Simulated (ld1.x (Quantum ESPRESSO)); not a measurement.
**rubidium: variants of one TM potential**

Base potential:

ld1.x (Quantum ESPRESSO) 7.5 input, shortened:

```
&input
   title='Rb', zed=37., rel=0, dft='PBE', iswitch=3,
   config='[Kr] 4d-2 5s1 5p0'
 /
 &inputp
   pseudotype=2, tm=.true., lloc=2,
   nlcc=.false.
 /
3
4S  1  0   2.00   0.00  1.85  1.85  0.0
4P  2  1   6.00   0.00  2.25  2.25  0.0
4D  3  2  -2.00  -0.15  2.05  2.05  0.0
 &test
   configts(1)='4s2 4p6 5s1 5p0'
 /
```

Occupied shells without a wave of their own: 5s. They enter only through the test configuration that unscreens the potential.

All-electron outer shells of the reference configuration (PBE, non-relativistic, ld1.x):

```csv
shell,level (eV),outermost node (bohr),outermost maximum (bohr)
4s,-30.82,0.63,1.29
4p,-16.04,0.65,1.44
5s,-2.20,1.82,4.49
5p,-0.78,2.21,6.14
```

Cutoffs, loose and tight: the cutoffs (Ry, on a coarse ladder) from which the occupation-weighted sum of valence levels, in a spherical-Bessel basis at the reference potential, stays within 10 and 1 mRy of its value at 400 Ry. They do not see the model core or the augmentation charge, which bear on the density cutoff. Test errors are all-electron minus pseudo excitation energies from the reference, over the configurations 4s2 4p6 5s0 5p0; 4s2 4p6 5s0.5 5p0; 4s2 4p6 5s0 5p1; 4s1 4p6 5s1 5p0; 4s2 4p5 5s1 5p0. A dash means not determined; rows that change the core or the reference have their own tests.

| change | outcome | cutoff, loose | cutoff, tight | bound ghosts | largest test error (meV) |
| --- | --- | --- | --- | --- | --- |
| base | generated | 35 Ry | 50 Ry | none | +9.9 |
| wave 4s (bound): rc 1.85 bohr becomes 4s (bound): rc 1.20 bohr | generated | 55 Ry | 110 Ry | none | +34 |
| wave 4s (bound): rc 1.85 bohr becomes 4s (bound): rc 1.42 bohr | generated | 55 Ry | 90 Ry | none | +34 |
| wave 4s (bound): rc 1.85 bohr becomes 4s (bound): rc 2.44 bohr | generated | 15 Ry | 30 Ry | none | -122 |
| wave 4s (bound): rc 1.85 bohr becomes 4s (bound): rc 2.78 bohr | generated | 15 Ry | 30 Ry | none | -232 |

(1) What comes out with this change to the base: wave 4s (bound): rc 1.85 bohr becomes 4s (bound): rc 1.94 bohr?

(2) What comes out with this change to the base: wave 4s (bound): rc 1.85 bohr becomes 4s (bound): rc 2.20 bohr?

(3) What comes out with this change to the base: wave 4s (bound): rc 1.85 bohr becomes 4s (bound): rc 1.66 bohr?

## Answers

(1) outcome: generated; cutoff, loose: 30 Ry; cutoff, tight: 45 Ry; bound ghosts: none; largest test error (meV): -4.4.

(2) outcome: generated; cutoff, loose: 18 Ry; cutoff, tight: 35 Ry; bound ghosts: none; largest test error (meV): -55.

(3) outcome: generated; cutoff, loose: 45 Ry; cutoff, tight: 60 Ry; bound ghosts: none; largest test error (meV): +25.

Reading the sweep of the s radius (base included, trends over the rows without a ghost): The loose cutoff falls from 55 Ry at 1.2 to 15 Ry at 2.78 bohr. A larger radius leaves more room for a smooth pseudo-wave, so fewer plane waves are needed; a smaller one forces it to follow the all-electron wave where it bends sharply. The median size of the test errors (rows with all tests solved) is not monotonic: lowest 2.1 meV at 1.94 bohr, highest 88.9 meV at 2.78 bohr.
